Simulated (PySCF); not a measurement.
Zn(SeH)(GeH3) (GeH₄SeZn), SMILES [GeH3][Zn][SeH].

The structure is a stationary point at B3LYP-D3(BJ)/def2-SVP. The structure was generated by enumeration; whether it is a known compound was not checked. Other conformers were not sampled.

Two levels are set side by side: PBE/def2-TZVPD (PySCF) and PBE0/def2-TZVPD (PySCF). Same geometry, gas phase. Differences are taken from unrounded values.

| quantity | PBE0 | PBE | PBE minus PBE0 |
|---|---|---|---|
| orbital gap (eV) | 5.73 | 3.95 | -1.79 |
| highest occupied level (eV) | -6.95 | -5.87 | 1.08 |
| lowest empty level (eV) | -1.22 | -1.93 | -0.70 |
| dipole moment (D) | 0.99 | 0.91 | -0.08 |
| mean polarisability (bohr³) | 98.2 | 103.2 | 5.0 |

PBE's occupied levels lie high since its potential decays too fast outside the molecule; exact exchange lowers them and widens the gap. Loosely held outer electrons make PBE densities more polarisable. Differences between two approximate levels are no errors against the true value.

Rough cost on one machine, each run with all the roots and properties that it gave: PBE0 against PBE within a factor of 2.
